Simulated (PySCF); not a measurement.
Species: 4'-methylacetophenone, C9H10O.
SMILES with atom numbers: `[CH3:1][C:2](=[O:3])[c:4]1[cH:5][cH:6][c:7]([CH3:8])[cH:9][cH:10]1` (hydrogens: H11, H12, H13 on C1; H14 on C5; H15 on C6; H16, H17, H18 on C8; H19 on C9; H20 on C10)

Computed by this run: PBE0-D3(BJ)/def2-SVP geometry optimisation, gas phase (PySCF 2.14.0); density fitting, grid level 2; the optimiser is geomeTRIC in internal coordinates, started from a GFN2-xTB structure.

Step 0: E = -11522.0355 eV
```
atom  x, y, z in Å  |  force x, y, z in eV/Å
C1      3.3230    0.4554   -0.2749   -0.086  -0.491   0.187
C2      2.3695   -0.6422    0.1356    0.361   0.143  -0.048
O3      2.7737   -1.7119    0.5370   -0.025  -0.025   0.010
C4      0.9187   -0.3539    0.0277   -0.112  -0.200   0.075
C5      0.0249   -1.3540    0.4151    0.088   0.053  -0.033
C6     -1.3373   -1.1531    0.3459    0.089   0.036  -0.016
C7     -1.8531    0.0546   -0.1129   -0.407   0.131  -0.026
C8     -3.3313    0.2680   -0.2096    0.428  -0.060   0.014
C9     -0.9631    1.0507   -0.5017   -0.055   0.005   0.002
C10     0.4026    0.8561   -0.4345    0.092  -0.158   0.044
H11     3.1547    1.3436    0.3305   -0.061   0.411   0.165
H12     3.1706    0.7108   -1.3215   -0.055   0.194  -0.398
H13     4.3450    0.1121   -0.1338    0.302  -0.132   0.049
H14     0.4298   -2.2888    0.7728    0.226  -0.381   0.147
H15    -2.0134   -1.9386    0.6511   -0.293  -0.347   0.149
H16    -3.5846    1.3178   -0.0804   -0.159   0.377   0.037
H17    -3.6868   -0.0456   -1.1920   -0.214  -0.098  -0.353
H18    -3.8576   -0.3186    0.5397   -0.264  -0.196   0.260
H19    -1.3496    1.9940   -0.8615   -0.160   0.404  -0.141
H20     1.0593    1.6543   -0.7442    0.306   0.334  -0.125
```

**Question.** Estimate the geometry and energy of step 1. (The exact step hangs on the optimiser's Hessian estimate; all steps are aligned on step 0, rigid shifts and turns removed.)

**Answer.** E = -11522.0824 eV, largest force 0.127 eV/Å
```
atom  x, y, z in Å  |  force x, y, z in eV/Å
C1      3.3511    0.4465   -0.2825    0.030   0.097  -0.032
C2      2.3855   -0.6311    0.1376   -0.062  -0.103   0.041
O3      2.7828   -1.6988    0.5529    0.015   0.018  -0.012
C4      0.9189   -0.3569    0.0334    0.048   0.050  -0.019
C5      0.0262   -1.3635    0.4195    0.035  -0.055   0.022
C6     -1.3434   -1.1578    0.3484   -0.073  -0.065   0.025
C7     -1.8712    0.0566   -0.1119    0.051  -0.007   0.002
C8     -3.3506    0.2638   -0.2172   -0.085   0.014  -0.005
C9     -0.9740    1.0602   -0.4943   -0.033   0.059  -0.022
C10     0.4002    0.8593   -0.4250    0.045   0.042  -0.018
H11     3.2037    1.3600    0.3163    0.009  -0.030  -0.019
H12     3.2003    0.7217   -1.3390    0.003  -0.013   0.034
H13     4.3752    0.0800   -0.1430   -0.011  -0.006   0.002
H14     0.4441   -2.3073    0.7792   -0.009   0.029  -0.009
H15    -2.0273   -1.9542    0.6591    0.026   0.026  -0.011
H16    -3.6210    1.3228   -0.0899    0.003  -0.027  -0.005
H17    -3.7192   -0.0512   -1.2090    0.009   0.006   0.024
H18    -3.8958   -0.3256    0.5350    0.011   0.015  -0.018
H19    -1.3615    2.0194   -0.8511    0.010  -0.026   0.010
H20     1.0707    1.6667   -0.7300   -0.023  -0.025   0.010
```

The energy changes by -0.0469 eV. The first-order estimate −F·Δx gives -0.0982 eV and the mean of the old and new forces, exact on a quadratic surface, -0.0472 eV. The step makes an angle of 63° with the force vector and moves no atom by more than 0.054 Å.

What follows is the cost of the whole optimisation. Hardware: one thread, Arm Neoverse V1 (aarch64), no GPU (shared host). Cost: 1.7 min, 0.87 GiB resident at most.
